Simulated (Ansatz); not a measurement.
## Molecular dynamics of H24C7SO7

Input:

```yaml
crystal:
  lattice:
    - [8.574886, 0.0, 0.0]
    - [0.0, 8.574886, 0.0]
    - [0.0, 0.0, 8.574886]
  atoms:
    - { symbol: O, position: [0.28259527, 1.10473925, 0.31006372] }
    - { symbol: C, position: [0.32599035, 0.99482528, 0.3770778] }
    - { symbol: S, position: [0.40364987, 0.85853652, 0.47501596] }
    - { symbol: C, position: [0.99023251, 0.71994905, 0.85187125] }
    - { symbol: O, position: [0.93353256, 0.61136408, 0.95879486] }
    - { symbol: H, position: [0.88945006, 0.74414063, 0.7687977] }
    - { symbol: H, position: [1.02169866, 0.539216, 0.97937209] }
    - { symbol: H, position: [1.02013261, 0.82765496, 0.91799535] }
    - { symbol: H, position: [1.09827824, 0.69871757, 0.79054254] }
    - { symbol: C, position: [1.00423373, 0.44179895, 0.52056456] }
    - { symbol: O, position: [0.84279386, 0.43217014, 0.52093343] }
    - { symbol: H, position: [1.05760791, 0.53162204, 0.59591883] }
    - { symbol: H, position: [0.80150353, 0.52714399, 0.47245988] }
    - { symbol: H, position: [1.04355087, 0.33649234, 0.57836722] }
    - { symbol: H, position: [1.06042773, 0.45578857, 0.40053078] }
    - { symbol: C, position: [0.37259252, 0.82037578, 0.98647322] }
    - { symbol: O, position: [0.32234089, 0.66936627, 0.9516191] }
    - { symbol: H, position: [0.45115772, 0.87037268, 0.89754771] }
    - { symbol: H, position: [0.33567422, 0.61394373, 1.04607036] }
    - { symbol: H, position: [0.27408518, 0.9011857, 0.98459035] }
    - { symbol: H, position: [0.42710444, 0.81645047, 1.10455208] }
    - { symbol: C, position: [0.44676493, 0.44335607, 0.34875728] }
    - { symbol: O, position: [0.45410866, 0.47003109, 0.17926319] }
    - { symbol: H, position: [0.32125081, 0.45242109, 0.3841042] }
    - { symbol: H, position: [0.56600893, 0.48489028, 0.15568247] }
    - { symbol: H, position: [0.47789572, 0.32463458, 0.3738344] }
    - { symbol: H, position: [0.52081713, 0.52013516, 0.4146226] }
    - { symbol: C, position: [0.76027608, 0.78735224, 0.28654798] }
    - { symbol: O, position: [0.77248731, 0.6298553, 0.24427887] }
    - { symbol: H, position: [0.69366424, 0.7949435, 0.39448821] }
    - { symbol: H, position: [0.83374257, 0.62618638, 0.15003235] }
    - { symbol: H, position: [0.87035058, 0.84156817, 0.312089] }
    - { symbol: H, position: [0.69006945, 0.85422908, 0.2024799] }
    - { symbol: C, position: [0.04325388, 0.23156961, 0.97756365] }
    - { symbol: O, position: [0.09079309, 0.37184798, 1.05647598] }
    - { symbol: H, position: [-0.03894332, 0.26652612, 0.8773924] }
    - { symbol: H, position: [0.20513358, 0.37015341, 1.04510222] }
    - { symbol: H, position: [0.13492813, 0.16637701, 0.92278251] }
    - { symbol: H, position: [-0.01943783, 0.16255227, 1.06561294] }
basis:
  ecutwfc: 420.0
kpoints:
  mp_grid: { grid: [1, 1, 1] }
hamiltonian:
  xc: pbe
  dispersion: d3bj
scf:
  occupations: { method: fermi_dirac, width: 0.05 }
  lower_state_search: "off"
  max_iter: 65
md:
  timestep: 0.75
  n_steps: 200
  ensemble: nvt_nose_hoover
  temperature: 250.0
  initial_velocities: zero
  seed: 147807
  nose_hoover: { tau: 100.0, chain_length: 1 }
```

Command:

```bash
$ ansatz run input.yaml --threads 1 --pin off --max-ram 3072MiB --backend cpu --events-out ev --progress --plain --runs-dir out
```

It goes on from the last frame of an earlier run, with new velocities.

Output, in part (step lines):

```
md step     0: t =     0.00 fs  T =     0.0 K  F+E_penalty+E_count = -7012.39836130 eV  E_kin = 0.000000 eV  conserved = -7012.39836130 eV  (10 SCF iters)
md step     1: t =     0.75 fs  T =    10.7 K  F+E_penalty+E_count = -7012.45285292 eV  E_kin = 0.052434 eV  conserved = -7012.40042101 eV  (6 SCF iters)
md step     2: t =     1.50 fs  T =    36.7 K  F+E_penalty+E_count = -7012.58526742 eV  E_kin = 0.180393 eV  conserved = -7012.40489724 eV  (7 SCF iters)
md step     3: t =     2.25 fs  T =    64.9 K  F+E_penalty+E_count = -7012.72730360 eV  E_kin = 0.318832 eV  conserved = -7012.40856020 eV  (8 SCF iters)
md step     4: t =     3.00 fs  T =    84.1 K  F+E_penalty+E_count = -7012.82214873 eV  E_kin = 0.412964 eV  conserved = -7012.40939935 eV  (8 SCF iters)
md step     5: t =     3.75 fs  T =    91.5 K  F+E_penalty+E_count = -7012.85650089 eV  E_kin = 0.449495 eV  conserved = -7012.40740139 eV  (5 SCF iters)
md step     6: t =     4.50 fs  T =    93.1 K  F+E_penalty+E_count = -7012.86110699 eV  E_kin = 0.457453 eV  conserved = -7012.40427119 eV  (4 SCF iters)
md step     7: t =     5.25 fs  T =    98.1 K  F+E_penalty+E_count = -7012.88362414 eV  E_kin = 0.481868 eV  conserved = -7012.40263621 eV  (4 SCF iters)
[... lines left out ...]
```

The steps, from the saved trajectory:

```tsv
time (fs)	T (K)	potential energy less start (eV)	conserved less start (meV/atom)
0.0	0	0.000	0.00
4.5	93	-0.463	-0.15
9.0	114	-0.567	-0.22
13.5	98	-0.486	-0.21
18.0	141	-0.690	-0.23
22.5	94	-0.446	-0.08
27.0	104	-0.490	-0.12
31.5	106	-0.493	-0.18
36.0	110	-0.509	-0.23
40.5	162	-0.751	-0.26
45.0	119	-0.518	-0.13
49.5	139	-0.604	-0.11
54.0	170	-0.735	-0.17
58.5	150	-0.618	-0.20
63.0	178	-0.738	-0.23
67.5	146	-0.551	-0.14
72.0	143	-0.510	-0.09
76.5	159	-0.563	-0.09
81.0	155	-0.516	-0.12
85.5	195	-0.688	-0.18
90.0	176	-0.556	-0.13
94.5	197	-0.627	-0.13
99.0	189	-0.544	-0.10
103.5	154	-0.342	-0.09
108.0	220	-0.633	-0.19
112.5	190	-0.441	-0.17
117.0	184	-0.376	-0.13
121.5	249	-0.643	-0.12
126.0	209	-0.396	-0.04
130.5	231	-0.456	-0.06
135.0	254	-0.514	-0.10
139.5	233	-0.356	-0.08
144.0	258	-0.426	-0.10
148.5	205	-0.108	-0.02
```

The run went to its last step. The conserved energy stayed within 0.31 meV per atom of its start (net change -0.071 meV per atom), so the integration is sound. The mean temperature of the second half is 18 % below the set value. A run of 0.15 ps of so small a system gives no equilibrium averages. Limits of this set-up: coarse k mesh.

Mean squared displacements from the first frame to the last, about the centre of mass: O 0.20 Å², C 0.18 Å², S 0.36 Å², H 1.03 Å².

Last frame:

```xyz
39
Lattice="8.5749 0.0000 0.0000 0.0000 8.5749 0.0000 0.0000 0.0000 8.5749" Properties=species:S:1:pos:R:3
O 2.286 9.186 2.412
C 2.624 8.489 3.285
S 3.036 7.531 4.458
C 7.914 6.377 7.522
O 8.274 5.120 8.147
H 6.871 6.311 7.241
H 9.230 5.183 8.340
H 7.834 7.123 8.310
H 8.464 6.646 6.633
C 8.580 3.422 4.145
O 7.213 3.884 3.898
H 9.286 4.240 3.872
H 7.269 4.715 3.446
H 8.634 3.116 5.221
H 8.780 2.515 3.625
C 3.482 6.905 8.381
O 2.629 5.741 8.525
H 4.267 6.764 7.631
H 2.998 5.110 9.263
H 2.815 7.771 8.234
H 4.008 7.163 9.291
C 3.614 3.945 3.039
O 3.901 4.189 1.698
H 3.170 2.921 3.060
H 4.817 4.538 1.655
H 4.557 3.982 3.617
H 2.838 4.616 3.453
C 7.056 6.634 2.353
O 6.676 5.457 1.621
H 6.926 6.404 3.420
H 7.293 5.237 0.900
H 8.097 6.985 2.118
H 6.443 7.486 2.090
C 0.666 2.052 8.534
O 1.380 3.108 9.146
H -0.260 1.923 9.101
H 2.259 2.729 9.283
H 0.478 2.185 7.430
H 1.160 1.081 8.608
```

Run time: 7.3 min on 1 thread of AMD EPYC 7B13 (Zen 3), with other jobs on the host, peak memory 0.64 GiB.
